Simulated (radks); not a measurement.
Valence configurations of Nb (all share [Kr]). Method: Dirac Kohn-Sham, BLYP, spin-unpolarised, spherical densities, finite nucleus; open shells are shared between the two j in proportion to 2j + 1; Fermi nuclear charge, rms radius 4.324 fm; computed with a radial shooting solver on a logarithmic mesh with Libxc functionals. Energies are relative to 4d4 5s1; eigenvalues in eV.

| valence | E (eV) | e(4d3/2) | e(4d5/2) | e(5p1/2) | e(5p3/2) | e(5s1/2) |
|---|---|---|---|---|---|---|
| 4d4 5s1 | 0.000 | -3.013 | -2.858 | - | - | -3.928 |
| 4d3.5 5s1 5p0.5 | 1.137 | -4.340 | -4.173 | -1.594 | -1.490 | -4.661 |
| 4d5 | 1.339 | -1.947 | -1.811 | - | - | - |
| 4d4 5s0.5 5p0.5 | 1.459 | -3.607 | -3.450 | -1.456 | -1.363 | -4.369 |
| 4d4.5 5p0.5 | 1.981 | -2.989 | -2.841 | -1.343 | -1.260 | - |
| 4d3.5 5s0.5 5p1 | 2.733 | -4.899 | -4.729 | -1.879 | -1.765 | -5.050 |
| 4d3 5s1 5p1 | 2.733 | -5.745 | -5.564 | -2.036 | -1.910 | -5.372 |
| 4d4 5p1 | 2.975 | -4.152 | -3.992 | -1.741 | -1.639 | - |
| 4d2 5s2 5p1 | 3.588 | -7.695 | -7.492 | -2.395 | -2.241 | -6.087 |
| 4d2 5s1 5p2 | 7.478 | -8.740 | -8.533 | -2.884 | -2.712 | -6.749 |

NIST lists [Kr] 4d4 5s1 as the ground configuration; this level of theory agrees among the configurations tried. The energies are those of spherical spin-averaged densities, not of single terms.
